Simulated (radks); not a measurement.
Q: The mean radii <r> (bohr) of the occupied orbitals of an atom or ion are listed with their occupations. Calculated with a radial shooting solver on a logarithmic mesh with Libxc functionals: Dirac Kohn-Sham, PBE, spin-unpolarised, spherical densities, finite nucleus; Fermi nuclear charge, rms radius of each element as measured or else 0.836 A^(1/3) + 0.57 fm.

orbital  occ.      <r>
1s1/2       2  0.02112
2s1/2       2  0.08922
2p1/2       2  0.07438
2p3/2       4  0.08143
3s1/2       2   0.2341
3p1/2       2   0.2238
3p3/2       4   0.2371
3d3/2       4   0.2096
3d5/2       6   0.2138
4s1/2       2   0.5299
4p1/2       2   0.5404
4p3/2       4   0.5710
4d3/2       4   0.6036
4d5/2       6   0.6145
5s1/2       2    1.303
5p1/2       2    1.474
5p3/2       4    1.582
6s1/2       2    4.116
4f5/2       6   0.8724
4f7/2       4   0.8959

Name the element and its charge. Open shells, if any, fill j = l - 1/2 first.

A: Z = 66, dysprosium, charge 0: Dy in [Xe] 4f10 6s2. The 1s radius gives Z: for a bare nucleus <r> = (2 gamma + 1)/(2Z) with gamma = sqrt(1 - (Z/c)^2), 0.02085 bohr for Z = 66, and screening makes it slightly larger (0.02112 here). The occupations add up to 66, and the charge is Z minus that.
